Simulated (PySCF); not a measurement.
BH7N2Si.
SMILES with atom numbers: `[BH2:1][NH:2][SiH2:3][NH2:4]` (hydrogens: H5, H6 on B1; H7 on N2; H8, H9 on Si3; H10, H11 on N4)

Geometry (PBE0-D3(BJ)/def2-SVP, Å), atoms numbered from 1 in this order:
```
atom  x, y, z in Å
B1     2.043    0.141   -0.486
N2     0.876    0.235    0.283
Si3   -0.648   -0.607    0.028
N4    -1.938    0.533    0.047
H5     3.021    0.786   -0.175
H6     2.057   -0.583   -1.457
H7     0.899    0.866    1.081
H8    -0.955   -1.545    1.150
H9    -0.442   -1.372   -1.236
H10   -2.824    0.295    0.476
H11   -2.052    1.223   -0.687
```

Computed at PBE0/pcSseg-1 (PySCF, non-relativistic), with Q(11B) = 0.04059 b, Q(14N) = 0.02044 b: B1, 11B (I = 3/2): χzz = 4.346 MHz, η = 0.096; N2, 14N (I = 1): χzz = 1.790 MHz, η = 0.577; N4, 14N (I = 1): χzz = -4.648 MHz, η = 0.303.

Find the zero-field quadrupole resonance frequencies of 11B at B1.

From ν = (|χ|/2)√(1 + η²/3): ν = 2.176 MHz (three-coordinate boron).

Find the zero-field quadrupole resonance frequencies of 14N at N2.

From ν± = (3/4)|χ|(1 ± η/3) and ν0 = |χ|η/2: ν+ 1.601 MHz, ν− 1.084 MHz, ν0 0.517 MHz (silicon-bound nitrogen).

Where would the pure quadrupole (NQR) lines of 14N at N4 fall for the rigid, isolated species?

From ν± = (3/4)|χ|(1 ± η/3) and ν0 = |χ|η/2: ν+ 3.839 MHz, ν− 3.134 MHz, ν0 0.705 MHz (silicon-bound nitrogen).

In a crystal, neighbours and librations shift these lines. These gradients aren't converged with respect to the basis.

One conformer stands for the species.
